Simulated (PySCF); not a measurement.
C$_{2}$H$_{7}$BrInNO, singlet, at a GFN2-xTB geometry (such geometries of metal compounds can be far from the true shape) (core potentials on In); DF-PBE/def2-TZVPD run with PySCF.

The PySCF input:
```python
from pyscf import gto, scf, dft

mol = gto.M(
    atom='''
In    0.08283982    0.43406012   -0.34516041
Br   -1.02783785   -1.81196698   -0.36702811
O     0.04687609    1.37608047   -2.06433467
H     0.51741559    2.20840089   -2.06907439
N     1.22325194    1.30833139    1.31387965
C     2.10757891    0.32609903    1.88703889
C     0.37512969    1.89615735    2.32173009
H     2.75525836    0.82623796    2.61378551
H     1.58224281   -0.48576267    2.41102137
H     2.73078309   -0.10344846    1.09792954
H    -0.18901680    1.15570211    2.90632123
H     1.00811848    2.45754871    3.01640589
H    -0.32365231    2.59071810    1.84736027
''',
    basis='def2-tzvpd',
    ecp={'In': 'def2-tzvpd'},
    verbose=4,
    max_memory=1800,
)

mf = dft.RKS(mol)
mf.xc = 'pbe'
mf = mf.density_fit(auxbasis='def2-universal-jkfit')
mf.kernel()
```

What the program printed (banner, timings and long lists left out):

```
PySCF version 2.14.0

[INPUT] verbose = 4
[INPUT] num. atoms = 13
[INPUT] num. electrons = 90
[INPUT] charge = 0
[INPUT] spin (= nelec alpha-beta = 2S) = 0
[INPUT] symmetry False subgroup None
[INPUT] Mole.unit = angstrom
[INPUT] Symbol           X                Y                Z      unit          X                Y                Z       unit  Magmom
[INPUT]  1 In     0.082839820000   0.434060120000  -0.345160410000 AA    0.156544572008   0.820254748396  -0.652258643943 Bohr   0.0
[INPUT]  2 Br    -1.027837850000  -1.811966980000  -0.367028110000 AA   -1.942332036962  -3.424121338955  -0.693582607917 Bohr   0.0
[INPUT]  3 O      0.046876090000   1.376080470000  -2.064334670000 AA    0.088582971890   2.600415213663  -3.901027155744 Bohr   0.0
[INPUT]  4 H      0.517415590000   2.208400890000  -2.069074390000 AA    0.977773757680   4.173272855346  -3.909983928452 Bohr   0.0
[INPUT]  5 N      1.223251940000   1.308331390000   1.313879650000 AA    2.311611147943   2.472388007272   2.482872699139 Bohr   0.0
[INPUT]  6 C      2.107578910000   0.326099030000   1.887038890000 AA    3.982746925809   0.616237856186   3.565986688503 Bohr   0.0
[INPUT]  7 C      0.375129690000   1.896157350000   2.321730090000 AA    0.708892375293   3.583218080581   4.387434005262 Bohr   0.0
[INPUT]  8 H      2.755258360000   0.826237960000   2.613785510000 AA    5.206683702818   1.561363458119   4.939338762257 Bohr   0.0
[INPUT]  9 H      1.582242810000  -0.485762670000   2.411021370000 AA    2.990005573462  -0.917958407837   4.556170069774 Bohr   0.0
[INPUT] 10 H      2.730783090000  -0.103448460000   1.097929540000 AA    5.160432145694  -0.195489257408   2.074786134670 Bohr   0.0
[INPUT] 11 H     -0.189016800000   1.155702110000   2.906321230000 AA   -0.357189984942   2.183960469482   5.492151154709 Bohr   0.0
[INPUT] 12 H      1.008118480000   2.457548710000   3.016405890000 AA    1.905067828313   4.644093999678   5.700181012625 Bohr   0.0
[INPUT] 13 H     -0.323652310000   2.590718100000   1.847360270000 AA   -0.611614225483   4.895747674954   3.491004963703 Bohr   0.0

nuclear repulsion = 558.790859839316
number of shells = 125
number of NR pGTOs = 497
number of NR cGTOs = 327
basis = def2-tzvpd
ecp = {'In': 'def2-tzvpd'}

******** <class 'pyscf.df.df_jk.DFRKS'> ********
method = DFRKS
initial guess = minao
damping factor = 0
level_shift factor = 0
DIIS = <class 'pyscf.scf.diis.CDIIS'>
diis_start_cycle = 1
diis_space = 8
diis_damp = 0
SCF conv_tol = 1e-09
SCF conv_tol_grad = None
SCF max_cycles = 50
direct_scf = False
XC library pyscf.dft.libxc version 7.1.2
    S. Lehtola, C. Steigemann, M. J. T. Oliveira, and M. A. L. Marques,  SoftwareX 7, 1–5 (2018)
XC functionals = pbe
    J. P. Perdew, K. Burke, and M. Ernzerhof,  Phys. Rev. Lett. 77, 3865 (1996)
    J. P. Perdew, K. Burke, and M. Ernzerhof,  Phys. Rev. Lett. 78, 1396 (1997)
    J. P. Perdew, K. Burke, and M. Ernzerhof,  Phys. Rev. Lett. 77, 3865 (1996)
    J. P. Perdew, K. Burke, and M. Ernzerhof,  Phys. Rev. Lett. 78, 1396 (1997)
radial grids:
    Treutler-Ahlrichs [JCP 102, 346 (1995); DOI:10.1063/1.469408] (M4) radial grids

becke partition: Becke, JCP 88, 2547 (1988); DOI:10.1063/1.454033
pruning grids: <function nwchem_prune>
grids dens level: 3
symmetrized grids: False
atomic radii adjust function: <function treutler_atomic_radii_adjust>
small_rho_cutoff = 0
Set gradient conv threshold to 3.16228e-05
Initial guess from minao.
tot grids = 167176
init E= -2940.65499312475
  HOMO = -0.516198499743667  LUMO = -0.473813432295146  gap/eV = 1.15336
cycle= 1 E= -2972.1826528499  delta_E= -31.5  |g|= 2.97  |ddm|= 46.9
  HOMO = 0.0395118499274383  LUMO = 0.0487208244597649  gap/eV = 0.25059
cycle= 2 E= -2902.91896134024  delta_E= 69.3  |g|= 8.82  |ddm|=  225
  HOMO = -0.300024374337177  LUMO = -0.293339594277435  gap/eV = 0.18190
cycle= 3 E= -2969.74334645378  delta_E= -66.8  |g|=  3.3  |ddm|=  225
  HOMO = -0.320618920705632  LUMO = -0.287731013188559  gap/eV = 0.89493
cycle= 4 E= -2973.56731423744  delta_E= -3.82  |g|= 1.48  |ddm|=  5.2
  HOMO = -0.111119742017653  LUMO = -0.0895670911791456  gap/eV = 0.58648
cycle= 5 E= -2972.21998278087  delta_E= 1.35  |g|= 2.37  |ddm|= 3.98
  HOMO = -0.238244690725863  LUMO = -0.139453787233779  gap/eV = 2.68824
cycle= 6 E= -2974.1199809316  delta_E= -1.9  |g|= 0.541  |ddm|= 4.06
  HOMO = -0.188118353449716  LUMO = -0.113552294356912  gap/eV = 2.02905
cycle= 7 E= -2974.12029280711  delta_E= -0.000312  |g|= 0.517  |ddm|= 1.16
  HOMO = -0.203695339596878  LUMO = -0.122250429404012  gap/eV = 2.21623
cycle= 8 E= -2974.17981620355  delta_E= -0.0595  |g|= 0.231  |ddm|= 0.624
  HOMO = -0.197520008534707  LUMO = -0.119159559605407  gap/eV = 2.13230
cycle= 9 E= -2974.18861688944  delta_E= -0.0088  |g|= 0.0898  |ddm|=  0.3
  HOMO = -0.195528337376541  LUMO = -0.117022933069401  gap/eV = 2.13624
cycle= 10 E= -2974.19017527211  delta_E= -0.00156  |g|= 0.0141  |ddm|= 0.0933
  HOMO = -0.195744835054623  LUMO = -0.11724436525109  gap/eV = 2.13611
cycle= 11 E= -2974.19020615597  delta_E= -3.09e-05  |g|= 0.00514  |ddm|= 0.0216
  HOMO = -0.195690043030464  LUMO = -0.116791974493618  gap/eV = 2.14693
cycle= 12 E= -2974.1902122878  delta_E= -6.13e-06  |g|= 0.00213  |ddm|= 0.0127
  HOMO = -0.195673952803597  LUMO = -0.116919453725032  gap/eV = 2.14302
cycle= 13 E= -2974.19021361973  delta_E= -1.33e-06  |g|= 0.000502  |ddm|= 0.00478
  HOMO = -0.195678400681516  LUMO = -0.11693311545308  gap/eV = 2.14277
cycle= 14 E= -2974.19021367467  delta_E= -5.49e-08  |g|= 0.000111  |ddm|= 0.000535
  HOMO = -0.195682789006822  LUMO = -0.116937202504406  gap/eV = 2.14278
cycle= 15 E= -2974.19021367801  delta_E= -3.34e-09  |g|= 3.15e-05  |ddm|= 0.000161
  HOMO = -0.195683213296128  LUMO = -0.116937275125349  gap/eV = 2.14279
cycle= 16 E= -2974.19021367795  delta_E= 5.46e-11  |g|= 2.99e-05  |ddm|= 6.07e-05
  HOMO = -0.195681291523151  LUMO = -0.116935238176621  gap/eV = 2.14279
Extra cycle  E= -2974.19021367695  delta_E= 1e-09  |g|= 7.12e-05  |ddm|= 0.000116
converged SCF energy = -2974.19021367695
```
